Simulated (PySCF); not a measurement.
## From a computed spectrum to the compound

A species of 4 atoms with charge 0 has these harmonic modes (PBE0, small Gaussian bases with core potentials, PySCF 2.14.0):

```
cm⁻¹  km/mol  symmetry
 156    39.2        a'
 438   145.8        a'
 505   148.9       a''
 610    86.4        a'
 829   131.4        a'
3970   111.3        a'
```

Question: Which species is it, and in which structure?

Answer: LuO(OH) (singlet in the valence; each metal's 4f electrons, 14 of them, lie in its core potential, out of spins and levels):
```xyz
4

Lu    0.0579   -0.0121   -0.1626
O     1.3238    0.0708    1.1333
O    -1.8139    0.0544    0.5568
H    -2.2658    0.1185    1.4007
```
Ideal gas at 298.15 K and 1 bar: S = 296.4 J/(mol K), Cp = 58.9 J/(mol K), H − H(0 K) = 13.5 kJ/mol (rigid rotor, harmonic modes, spin degeneracy alone, that of the 4f electrons in the core included). An lcecp potential fixes the number of 4f electrons, so in runs with it no electron can move into or out of that shell.
 Other answers can fit too; this one was computed.
